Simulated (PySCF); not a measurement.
**Titanium: a sound run and one with changed settings**

Sound run: Ti [Ar] 3d2 4s2, Ti+ [Ar] 3d2 4s1. Computed with PySCF 2.14 in def2-TZVP (6s4p4d1f, 45 functions), with the non-relativistic Hamiltonian (point nucleus). In the sound run the correlated levels freeze [Ar]. The sound run starts from symmetry-adapted Hartree-Fock orbitals and uses a fine grid where one is needed.

A second run was set up differently.

| species | method | sound run (hartree) | changed run (hartree) | converged |
| --- | --- | --- | --- | --- |
| Ti | MP2 | -848.42895 | -848.65711 | yes |
| Ti+ | MP2 | -848.20011 | -848.42066 | yes |

Ionisation energy of Ti:

```
 method  sound run (eV)  changed run (eV)
    UHF           5.530             5.530
    MP2           6.227             6.434
SCS-MP2           6.373             6.502
```

(1) What was changed?
A. basis contracted for another Hamiltonian
B. minimal basis
C. level shift left on
D. all electrons correlated in a valence basis

## Answers

(1) D. A valence basis has no tight correlating functions, so it recovers only part of the core correlation, and not evenly between atom and ion.
